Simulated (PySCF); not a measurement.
CH4OZn, SMILES [CH3][Zn][OH].

Geometry optimised at r2SCAN-D4/def2-TZVP. The geometry has at least one imaginary mode, so it is a saddle point at that level. The isomer is the one that the SMILES or the coordinates give; other isomers of the formula were not compared. The values are those of a single conformer.

Computed with PySCF with ωB97X/def2-TZVPD.

The total energy comes out as -1895.21459 hartree, the highest occupied level comes out as -10.62 eV and the lowest empty level is 1.11 eV. The orbital gap comes out as 11.73 eV, the dipole moment comes out as 1.86 D and the quadrupole, principal values (traceless, Buckingham form, about the centre of nuclear charge) comes out as -8.42, 1.75, 6.68 D·Å. The mean static polarisability is 41.7 bohr³ (6.18 Å³). The polarisability, principal values is 35.6, 35.6, 53.8 bohr³.
